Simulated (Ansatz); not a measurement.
`[OH][SnH]([Cl])[CH2]F` + H₂ → `[OH][SnH2][Cl]` + `CF` at 700 K and 1 bar (hydrogenolysis of the Sn–C bond).

Gas-phase electronic energies from Ansatz, PBE0-D4/def2-TZVP geometries. CCSD(T)/CBS adds triple-zeta CCSD(T) − MP2 to the extrapolated MP2 energy (def2 sets, frozen cores). This one scheme is used for every species. Elements past krypton have def2 core potentials. For Sn outer-core shells are correlated without core-valence functions, which leaves a few kJ/mol of doubt a bond. Each species was taken in one conformer, which may not be the lowest.

```csv
species,CCSD(T)/CBS energy (Eh),H − E (kJ/mol),S (J/(mol·K))
`[OH][SnH]([Cl])[CH2]F`,-889.27370,212.6,510.6
H₂,-1.17544,46.8,155.3
`[OH][SnH2][Cl]`,-750.83217,128.8,401.2
`CF`,-139.63461,133.6,263.9
```

H − E and S are ideal-gas, rigid-rotor, harmonic terms from PBE0-D4/def2-TZVP, for one conformer and one mirror image of each species. For small species the MP2-based limit differs from directly extrapolated CCSD(T) by up to some mEh (0.8 for H₂); such offsets cancel only in part. 1 Eh = 2625.50 kJ/mol, R = 8.31446 J/(mol·K).

Problem. By hand: ΔE, ΔH, ΔS and ΔG.

Solution. ΔE = (-750.83217) + (-139.63461) − (-889.27370) − (-1.17544) = -0.01764 Eh = -46.3 kJ/mol. Δ(H − E) = 128.8 + 133.6 − 212.6 − 46.8 = 3.0, so ΔH = -43.3 kJ/mol. ΔS = 401.2 + 263.9 − 510.6 − 155.3 = -0.8 J/(mol·K). ΔG = -43.3 − 700 × (-0.8)/1000 = -42.7 kJ/mol.

Problem. By hand: the equilibrium constant, and the temperature at which ΔG would vanish if ΔH and ΔS stayed fixed.

Solution. log₁₀ K = −ΔG/(RT ln 10) = 3.2. ΔG = 0 at ΔH/ΔS = 54125 K, far beyond where these terms or the molecules hold.

The number of gas molecules stays the same, so ΔS is small and ΔH decides. A doubt of 5 kJ/mol in ΔE shifts log₁₀ K by 0.4 here. Other conformers and mirror images would add mixing entropy, several J/(mol·K) or more a flexible species. Modes under 60 cm⁻¹, often nearly free rotors, make the harmonic entropy too high. These are equilibria of isolated gas molecules and say nothing of rates. Largest T1 diagnostic: 0.013 (customary marks: 0.02 for closed shells, 0.045 for open ones).
